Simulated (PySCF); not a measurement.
SMILES C[Si](C)(O)C[SiH2]N (C3H13NOSi2) (GFN2-xTB optimised geometry):

```
20

Si     0.410    -0.345     0.000
C     -0.268     1.435     0.000
C      2.309    -0.345     0.000
O      0.035    -1.107    -1.401
C     -0.299    -1.298     1.488
Si    -2.183    -1.476     1.475
N     -2.567    -2.700     2.627
H     -1.353     1.441    -0.055
H      0.107     1.997    -0.850
H      0.015     1.974     0.898
H      2.696     0.157    -0.880
H      2.700    -1.357    -0.003
H      2.706     0.162     0.873
H     -0.869    -1.322    -1.611
H      0.143    -2.293     1.511
H      0.008    -0.809     2.411
H     -2.809    -0.164     1.725
H     -2.706    -1.997     0.204
H     -3.531    -2.963     2.750
H     -2.103    -2.689     3.521
```

Computed with PySCF 2.14.0 with PBE0/def2-SVP.

Task: What are the frontier orbital energies and the dipole moment?

Result: HOMO-2 -8.00 eV, HOMO-1 -7.84 eV, HOMO -7.10 eV, LUMO 0.96 eV, LUMO+1 1.51 eV; dipole moment 2.11 D.

On the same geometry PBE/def2-SVP in PySCF gives HOMO-2 -6.63 eV, HOMO-1 -6.34 eV, HOMO -5.59 eV, LUMO 0.12 eV, LUMO+1 0.65 eV; dipole moment 2.01 D.

Meta-Löwdin charges at PBE0/def2-SVP: Si1 1.09, C2 -0.58, C3 -0.56, O4 -0.72, C5 -0.68, Si6 0.74, N7 -0.69, H8 0.11, H9 0.12, H10 0.11, H11 0.12, H12 0.12, H13 0.11, H14 0.33, H15 0.13, H16 0.12, H17 -0.15, H18 -0.14, H19 0.21, H20 0.21.
